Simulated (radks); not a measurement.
The gold anion Au- inside a hard spherical wall (all orbitals vanish at R), configuration held at [Hg] and not refilled when levels cross. Calculated with a radial shooting solver on a logarithmic mesh with Libxc functionals: scalar-relativistic Kohn-Sham, LDA (Slater exchange, Perdew-Wang correlation), spin-unpolarised, spherical densities, finite nucleus; Fermi nuclear charge, rms radius 5.4371 fm. Eigenvalues in eV, with the zero of energy where the potential of the charges vanishes at infinity; a dash marks a level that is unbound or too diffuse for the functional's potential to be trusted. A positive occupied level is held by the wall or, in an anion where self-interaction has pushed it up, behind a barrier. The pressure on the wall is -dE/dV.

R (bohr),E (hartree),kinetic (hartree),e(4f),e(5p),e(5d),e(6s),"e(6p, empty)","e(7s, empty)",pressure (GPa)
8,-18997.2221,21237.711,-74.085,-52.462,0.462,0.773,5.296,8.801,0.286
7,-18997.2090,21237.785,-73.626,-52.005,0.893,1.207,6.257,11.797,0.980
6,-18997.1727,21237.973,-72.691,-51.087,1.744,2.112,7.957,17.070,3.85
4,-18996.6414,21240.322,-65.465,-44.360,7.919,9.759,19.672,50.641,115
3.5,-18996.0409,21242.762,-60.127,-39.657,12.407,16.142,28.663,74.133,335
3,-18994.6334,21248.239,-50.801,-31.796,20.401,28.792,45.812,115.83,1120
2.5,-18990.9043,21262.299,-33.413,-17.709,36.112,56.990,82.182,196.98,4550
2,-18979.1098,21304.951,2.297,12.064,72.225,130.19,170.16,376.22,24500
1.5,-18931.3080,21463.929,85.819,97.551,177.81,358.20,424.94,853.07,199000
